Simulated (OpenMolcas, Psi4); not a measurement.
**How basis sets differ on GaSiH4OF (SMILES [F][GaH][O][SiH3])**

GaSiH4OF: 8 atoms, total charge 0, spin state singlet. SMILES: `[F][GaH][O][SiH3]`. Geometry: relaxed at PBE0-D4/def2-TZVP. This is one conformer, not always the lowest.

```xyz
8

F     0.8571    1.4720    1.8462
Ga    1.3239    1.2202    0.1775
O     0.3222    0.0248   -0.6440
Si   -0.9528   -0.9458   -0.2991
H     2.4931    1.9842   -0.4631
H    -1.2875   -1.7172   -1.5232
H    -0.6186   -1.8943    0.7969
H    -2.1373   -0.1438    0.1088
```

Each level gives the HOMO–LUMO gap (eV). The values are calculated.

| level | kind | program | value (eV) | CPU time |
| --- | --- | --- | --- | --- |
| HF/ANO-R0 (sfX2C) | Hartree–Fock | OpenMolcas | 13.01 | 8.4 s |
| HF/ANO-RCC-MB (DKH2) | Hartree–Fock | OpenMolcas | 14.19 | 9.3 s |
| HF/ANO-S-MB | Hartree–Fock | OpenMolcas | 13.63 | 4.5 s |
| HF/STO-3G | Hartree–Fock | OpenMolcas | 13.22 | 3.2 s |
| HF/3-21G | Hartree–Fock | OpenMolcas | 13.78 | 3.8 s |
| HF/6-31G* (spherical functions) | Hartree–Fock | Psi4 | 13.80 | 14 s |

All-electron rows without a relativistic Hamiltonian named are non-relativistic. The values span 13.01 to 14.19 eV. A Hartree–Fock LUMO above zero doesn't converge with the basis: it sinks as sets grow more diffuse. Orbital gaps aren't excitation energies. CPU times are rough (shared hosts, several kinds of processor and program).
